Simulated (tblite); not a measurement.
**Question.** Write a Z-matrix for `O=C1[CH][C@H](F)CC=C1` [radical] as optimised with GFN2-xTB. (Doublet state.)

**Answer.** 
Z-matrix in Å and degrees, rows numbered from 1:
```
O 
C   1  1.2306
C   2  1.4257  1  123.01
C   3  1.4728  2  121.46  1   173.73
F   4  1.3797  3  111.23  2   160.51
C   4  1.5336  3  112.64  2    36.66
C   6  1.4933  4  110.48  3   -43.44
C   7  1.3304  6  122.87  4    26.82
H   3  1.0787  2  119.66  1    -6.51
H   4  1.1076  3  108.92  2   -84.17
H   6  1.0960  4  108.13  3    76.21
H   6  1.0908  4  110.09  3  -166.61
H   7  1.0808  6  116.23  4  -154.99
H   8  1.0792  2  115.71  1   -10.41
```

The 6-membered ring C2–C3–C4–C6–C7–C8 has internal angles of 110.5° to 122.9° (sum 705°, against 720° for a flat polygon); it is puckered, 0.16 Å rms from its mean plane, widest ring torsion 43°. C7 (carbon bonded to 2 C and H) is planar (angles 122.9°, 120.9° and 116.2°, sum 360.0°, 0.01 Å off the plane of its three neighbours). C2 (carbon bonded to 2 C and O) is planar (angles 123.0°, 121.8° and 115.2°, sum 360.0°, 0.02 Å off the plane of its three neighbours). C3 (carbon bonded to 2 C and H) is planar (angles 121.5°, 119.7° and 118.9°, sum 360.0°, 0.00 Å off the plane of its three neighbours).

Computed geometry: GFN2-xTB, gas phase. This method treats the open shell by occupation alone, without spin polarisation.

Point group: C1 (no symmetry element, even within 0.4 Å). Its GFN2-xTB frequencies are all real (lowest 104 cm⁻¹). Torsions: O1–C2–C3–C4 174°, C2–C3–C4–F5 161°, C3–C4–C6–C7 -43°, C4–C6–C7–C8 27°.

One conformer stands for the species.
